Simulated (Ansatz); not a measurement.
Two members of one family (AlAs nanocrystals, H-capped) that differ in charge, which shifts all levels, computed with Ansatz in the gas phase. Levels of anions in sets without diffuse functions are rough. The structures are stationary points that may keep the symmetry of their start.

First: Al15As14H36⁻, cut from zinc blende (singlet, charge -1, PBE-D4/def2-SVP geometry).

```xyz
65

As    1.493    4.201   -0.767
As   -1.044    3.493    2.679
As    4.258    1.566   -1.150
As    4.012   -1.830    0.050
As   -1.248   -0.172    4.173
As    1.216   -2.735    3.010
As    1.398    0.822    1.410
As   -1.587    2.087   -1.081
As    0.959   -0.611   -2.294
As   -1.657   -1.639    0.572
As   -3.957    1.381    1.843
As   -4.500   -0.541   -1.917
As    1.193   -4.087   -0.622
As   -1.865   -2.841   -3.255
Al    2.894    2.620    0.611
Al    0.376    1.581    3.506
Al   -0.204    3.554   -2.540
Al   -2.668    3.260    0.756
Al    2.851   -1.078    2.118
Al    5.889   -0.187   -0.340
Al    3.068    0.453   -3.039
Al    2.694   -2.356   -2.013
Al    0.016   -2.147    5.142
Al   -2.952   -0.851    2.509
Al   -0.335   -3.625    1.299
Al   -0.226    0.169   -0.323
Al   -3.765    1.878   -2.271
Al   -0.616   -0.811   -4.178
Al   -3.172   -2.531   -1.141
H     2.511    5.199   -1.321
H     0.812    5.185    0.187
H    -1.788    4.149    3.843
H    -0.120    4.670    2.375
H     5.051    2.711   -1.783
H     4.655   -3.157    0.455
H    -2.041    0.430    5.336
H     2.071   -3.952    3.374
H    -4.668    1.905    3.091
H    -5.214    1.159    1.005
H    -5.690   -0.511   -0.956
H    -5.299   -1.004   -3.136
H     2.052   -5.215   -0.035
H     0.372   -5.013   -1.530
H    -1.003   -4.087   -3.097
H    -2.888   -3.447   -4.220
H     3.658    3.435    1.760
H     1.326    2.078    4.693
H    -0.998    4.885   -2.964
H     0.633    2.682   -3.596
H    -3.489    4.620    0.587
H     3.899   -0.631    3.247
H     6.568    0.233    1.057
H     6.800   -0.646   -1.585
H     3.835   -1.045   -2.967
H     3.166    1.180   -4.460
H     3.135   -3.429   -3.119
H     1.031   -1.591    6.256
H    -1.043   -3.307    5.497
H    -4.135   -1.780    3.059
H    -1.267   -4.849    1.752
H    -3.752    2.158   -3.846
H    -4.818    2.669   -1.323
H    -1.811    0.261   -4.049
H     0.037   -1.198   -5.590
H    -4.112   -3.767   -0.746
```

```json
{"level": "PBE-D4/def2-SVP", "HOMO (eV)": "-3.44", "LUMO (eV)": "-0.16", "gap (eV)": "3.27"}
{"level": "r2SCAN-D4/def2-SVP", "HOMO (eV)": "-3.70", "LUMO (eV)": "-0.08", "gap (eV)": "3.62"}
{"level": "PBE0-D4/def2-SVP", "HOMO (eV)": "-4.39", "LUMO (eV)": "0.51", "gap (eV)": "4.89"}
```

Second: Al15As15H34, cut from wurtzite (singlet, charge 0, PBE-D4/def2-SVP geometry).

Cartesian coordinates in Å:
```
Al 3.527 0.149 3.875
As 1.938 2.097 3.628
As 3.705 -0.555 1.531
Al 2.715 1.120 -0.065
Al 5.021 -1.709 -2.215
As 3.585 0.376 -2.259
Al -0.044 1.695 2.145
As -1.445 3.773 2.234
As 0.290 0.608 0.028
Al -0.300 2.613 -1.308
Al 1.792 0.318 -3.967
As 0.097 2.104 -3.696
Al -3.609 3.685 0.935
As -2.810 2.673 -1.153
Al -1.980 1.761 -5.101
As 1.903 -1.527 4.815
Al 2.919 -2.896 1.171
As 3.383 -3.360 -1.209
Al -0.252 -2.116 3.630
As -1.382 0.092 3.466
As 0.425 -2.726 1.334
Al -0.657 -2.064 -0.887
Al 1.250 -3.785 -2.401
As 0.478 -1.547 -3.020
Al -3.491 -0.510 2.295
As -4.659 1.724 2.111
As -2.861 -1.097 -0.020
Al -3.916 0.490 -1.645
Al -1.769 -2.289 -3.646
As -3.047 -0.174 -3.859
H 4.775 0.453 4.820
H 2.714 3.316 3.155
H 1.470 2.633 4.979
H 5.212 -0.607 1.305
H 3.136 2.601 0.406
H 6.174 -1.478 -1.117
H 5.349 -2.154 -3.720
H 4.555 1.491 -2.653
H -0.636 4.976 1.774
H -1.663 4.185 3.688
H 0.289 4.010 -0.766
H 2.280 0.057 -5.464
H 0.707 3.397 -4.238
H -4.461 5.030 1.014
H -3.338 3.630 -2.219
H -2.935 3.036 -4.870
H -1.552 1.266 -6.564
H 1.612 -1.216 6.281
H 2.705 -2.805 5.028
H 3.492 -3.897 2.288
H 4.113 -4.701 -1.143
H -1.069 -3.191 4.481
H -1.734 0.558 4.879
H 0.141 -4.231 1.438
H 1.209 -5.072 -3.347
H 0.009 -3.838 -1.213
H -4.401 -1.540 3.108
H -5.175 2.147 3.484
H -6.009 1.513 1.437
H -3.858 -2.249 -0.210
H -5.503 0.560 -1.419
H -2.102 -3.431 -4.711
H -1.985 -2.849 -2.036
H -4.325 -0.519 -4.620
```

What does the change do? Estimate second minus first.


```csv
level,Δ HOMO (eV),Δ LUMO (eV),Δ gap (eV)
PBE-D4/def2-SVP,-2.07,-2.61,-0.55
r2SCAN-D4/def2-SVP,-2.02,-2.57,-0.55
PBE0-D4/def2-SVP,-1.99,-2.64,-0.65
```
